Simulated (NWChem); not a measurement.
The numbers come from NWChem runs, not from measurements. System: H₄Sn, charge 0, spin multiplicity 1, at a geometry optimised with PBE0/def2-SVP with def2 effective core potentials on Sn. The structure started from a generated list of species. Level: RHF/def2-TZVP with def2 effective core potentials on Sn.

Output (cleaned and shortened):

```
             Northwest Computational Chemistry Package (NWChem) 7.3.0
             --------------------------------------------------------

                                NWChem Input Module
                                -------------------

 Scaling coordinates for geometry "geometry" by  1.889725989
 (inverse scale =  0.529177249)

 Turning off AUTOSYM since
 SYMMETRY directive was detected!

                             Geometry "geometry" -> ""
                             -------------------------

 Output coordinates in angstroms (scale by  1.889725989 to convert to a.u.)

  No.       Tag          Charge          X              Y              Z
 ---- ---------------- ---------- -------------- -------------- --------------
    1 Sn                  50.0000     0.00000000     0.00000000     0.00000000
    2 H                    1.0000     1.39701600     0.00000000     0.98782200
    3 H                    1.0000    -1.39701600     0.00000000     0.98782200
    4 H                    1.0000     0.00000000    -1.39701500    -0.98782100
    5 H                    1.0000     0.00000000     1.39701500    -0.98782100

 Effective nuclear repulsion energy (a.u.)      62.9931008472

            Nuclear Dipole moment (a.u.)
            ----------------------------
        X                 Y               Z
 ---------------- ---------------- ----------------
     0.0000000000     0.0000000000     0.0000037795

      Symmetry information
      --------------------

 Group name             C2v
 Group number             16
 Group order               4
 No. of unique centers     3

      Symmetry unique atoms

     1    2    4


 Summary of "ao basis" -> "" (spherical)
 ------------------------------------------------------------------------------
       Tag                 Description            Shells   Functions and Types
 ---------------- ------------------------------  ------  ---------------------
 *                         def2-tzvp                  on all atoms

 Summary of "ao basis" -> "ao basis" (spherical)
 ------------------------------------------------------------------------------
       Tag                 Description            Shells   Functions and Types
 ---------------- ------------------------------  ------  ---------------------
 Sn                        def2-tzvp                16       50   6s5p3d2f
 H                         def2-tzvp                 4        6   3s1p

                                 NWChem SCF Module
[...]
                       ROHF Final Molecular Orbital Analysis
                       -------------------------------------

 Vector   11  Occ=2.000000D+00  E=-4.469322D-01  Symmetry=b2
              MO Center= -1.4D-16,  3.2D-12, -7.0D-01, r^2= 2.7D+00
   Bfn.  Coefficient  Atom+Function         Bfn.  Coefficient  Atom+Function
  ----- ------------  ---------------      ----- ------------  ---------------
    11      0.256545  1 Sn py                17     -0.256851  1 Sn py
    64      0.241558  4 H  s                 70     -0.241558  5 H  s
    14     -0.215231  1 Sn py

 Vector   12  Occ=2.000000D+00  E=-4.469320D-01  Symmetry=b1
              MO Center= -1.0D-10,  1.5D-16,  7.0D-01, r^2= 2.7D+00
   Bfn.  Coefficient  Atom+Function         Bfn.  Coefficient  Atom+Function
  ----- ------------  ---------------      ----- ------------  ---------------
    10      0.256545  1 Sn px                16     -0.256852  1 Sn px
    52     -0.241557  2 H  s                 58      0.241557  3 H  s
    13     -0.215231  1 Sn px

 Vector   13  Occ=2.000000D+00  E=-4.469294D-01  Symmetry=a1
              MO Center=  3.5D-11, -1.3D-11,  1.8D-06, r^2= 3.2D+00
   Bfn.  Coefficient  Atom+Function         Bfn.  Coefficient  Atom+Function
  ----- ------------  ---------------      ----- ------------  ---------------
    12      0.256544  1 Sn pz                18     -0.256852  1 Sn pz
    15     -0.215230  1 Sn pz                52     -0.170807  2 H  s
    58     -0.170807  3 H  s                 64      0.170807  4 H  s
    70      0.170807  5 H  s

 Vector   14  Occ=0.000000D+00  E= 1.058446D-01  Symmetry=a1
              MO Center= -1.1D-11,  5.7D-13, -1.7D-06, r^2= 9.3D+00
   Bfn.  Coefficient  Atom+Function         Bfn.  Coefficient  Atom+Function
  ----- ------------  ---------------      ----- ------------  ---------------
    21      1.671457  1 Sn pz                53     -0.705058  2 H  s
    59     -0.705058  3 H  s                 65      0.705056  4 H  s
    71      0.705056  5 H  s

 Vector   15  Occ=0.000000D+00  E= 1.058463D-01  Symmetry=b1
              MO Center=  3.5D-11,  2.6D-17, -7.0D-01, r^2= 8.8D+00
   Bfn.  Coefficient  Atom+Function         Bfn.  Coefficient  Atom+Function
  ----- ------------  ---------------      ----- ------------  ---------------
    19      1.671500  1 Sn px                53     -0.997121  2 H  s
    59      0.997121  3 H  s

 Vector   16  Occ=0.000000D+00  E= 1.058464D-01  Symmetry=b2
              MO Center= -1.2D-17, -9.9D-13,  7.0D-01, r^2= 8.8D+00
   Bfn.  Coefficient  Atom+Function         Bfn.  Coefficient  Atom+Function
  ----- ------------  ---------------      ----- ------------  ---------------
    20      1.671501  1 Sn py                65      0.997122  4 H  s
    71     -0.997122  5 H  s

 center of mass
 --------------
 x =   0.00000000 y =   0.00000000 z =   0.00000003

 moments of inertia (a.u.)
 ------------------
          28.095536629194           0.000000000000           0.000000000000
           0.000000000000          28.095556740674           0.000000000000
           0.000000000000           0.000000000000          28.096048210394

  Mulliken analysis of the total density
  --------------------------------------

    Atom       Charge   Shell Charges
 -----------   ------   -------------------------------------------------------
    1 Sn  22    21.65   0.28 -0.74  1.50  0.96  0.80  0.45 -0.40  6.37  0.79  1.27  0.18  8.94  1.07  0.18  0.02  0.00
    2 H    1     1.09   0.22  0.58  0.28  0.01
    3 H    1     1.09   0.22  0.58  0.28  0.01
    4 H    1     1.09   0.22  0.58  0.28  0.01
    5 H    1     1.09   0.22  0.58  0.28  0.01

       Multipole analysis of the density wrt the origin
       ------------------------------------------------

     L   x y z        total         open         nuclear
     -   - - -        -----         ----         -------
     0   0 0 0     -0.000000      0.000000     26.000000

     1   1 0 0      0.000000      0.000000      0.000000
     1   0 1 0      0.000000      0.000000      0.000000
     1   0 0 1     -0.000002      0.000000      0.000004

     2   2 0 0    -21.787733      0.000000     13.938962
     2   1 1 0      0.000000      0.000000      0.000000
     2   1 0 1      0.000000      0.000000      0.000000
     2   0 2 0    -21.787729      0.000000     13.938942
     2   0 1 1      0.000000      0.000000      0.000000
     2   0 0 2    -21.787684      0.000000     13.938454

 Task  times  cpu:        0.4s     wall:        0.4s

 Total times  cpu:        0.5s     wall:        0.5s
```

Task: Write an NWChem input that would produce this output.

Result: This is not unique; one that fits is 
```
start mol
memory heap 200 mb stack 900 mb global 1100 mb
geometry units angstroms nocenter noautoz
  Sn     0.000000     0.000000    -0.000000
  H      1.397016     0.000000     0.987822
  H     -1.397016     0.000000     0.987822
  H      0.000000    -1.397015    -0.987821
  H      0.000000     1.397015    -0.987821
  symmetry group C2v
end
basis spherical
  * library def2-tzvp
end
ecp
  Sn library def2-ecp
end
scf
  rhf
  nopen 0
  maxiter 100
  thresh 1e-7
  semidirect memsize 60000000 filesize 0
end
task scf energy
```
